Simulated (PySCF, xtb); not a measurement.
B(F)(NH2)(NMe2) (C2H8BFN2), SMILES B(N)(N(C)C)F.

GFN2-xTB (xtb) at its own geometry gives an orbital gap of 6.53 eV and a dipole moment of 2.71 D.

Geometry: B3LYP-D3(BJ)/def2-SVP. Other conformers were not sampled.

**Question.** What does PBE/def2-TZVP in PySCF give? (The exact figures need the calculation; the answer reports its results.)

**Answer.** gap 5.11 eV (levels -5.08 and 0.03 eV), dipole 2.01 D.
